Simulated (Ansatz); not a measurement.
Consider the cleavage of the Si–Si bond: `CO[Si](N)(O)[SiH3]` + `FBN[SiH3]` → `FBN([SiH3])[SiH3]` + `CO[SiH](N)O`.

Computed with Ansatz on PBE0-D4/def2-TZVP structures; ΔE is electronic, products minus reactants. CCSD(T)/CBS is the MP2 limit (def2-TZVPP, def2-QZVPP) plus CCSD(T) − MP2 in def2-TZVPP, frozen cores. DFT in def2-TZVPP. B3LYP here is the variant with VWN-RPA as its local correlation; programs differ in this. One conformer a species, not always the lowest.

```tsv
level	ΔE (eV)
B3LYP-D4	-0.48
r2SCAN	-0.46
HF/def2-TZVPP	-0.69
CCSD/CBS(def2)	-0.58
```

Question: What does CCSD(T)/CBS give? (Best estimate.)

Answer: Computed: -0.56 eV. The listed levels differ from it by 0.08, 0.10, -0.13, -0.02 eV.

Largest T1 diagnostic among the species: 0.012.

From PBE to PBE0 (25 % exact exchange), in def2-TZVPP and without D4, ΔE moves by −0.09 eV. In def2-TZVPP, CCSD(T) changes the Hartree–Fock value by +0.13 eV (the triples alone add +0.02 eV) and MP2 by +0.04 eV.
